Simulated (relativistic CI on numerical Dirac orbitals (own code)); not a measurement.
**Spin-allowed bands of a d2 ion in an octahedral site, by hand**

Problem. Take Δ = 17430 cm⁻¹ and B = 830 cm⁻¹ for a d2 ion in an octahedral site. Calculate the three spin-allowed bands.

Working.
1. The terms of highest spin are 3F (energy 0) and 3P (15B = 12450 cm⁻¹). Here the F term splits into A2 at +1.2Δ = 20916, T2 at +0.2Δ = 3486 and T1 at −0.6Δ = -10458 cm⁻¹.
2. The two T1 states mix through the element 0.4Δ: H = [[-10458, 6972], [6972, 12450]], with roots ½(H₁₁ + H₂₂) ∓ ½√[(H₂₂ − H₁₁)² + 4H₁₂²] = ½(1992) ∓ ½(26818) = -12413 and 14405 cm⁻¹.
3. The ground term is 3T1 at -12413 cm⁻¹.
4. Bands: 3T2 15899 cm⁻¹ (629 nm), 3T1(P) 26818 cm⁻¹ (373 nm), 3A2 33329 cm⁻¹ (300 nm).

Check. Exact diagonalisation of the whole d2 shell with these parameters gives 3T2 15899, 3T1 26818, 3A2 33329 cm⁻¹. The match is exact, since without spin-orbit coupling no other term has this spin. The ratio of the second band to the first, 1.687, depends on Δ/B = 21.0 alone, which is how a Tanabe-Sugano diagram is read.
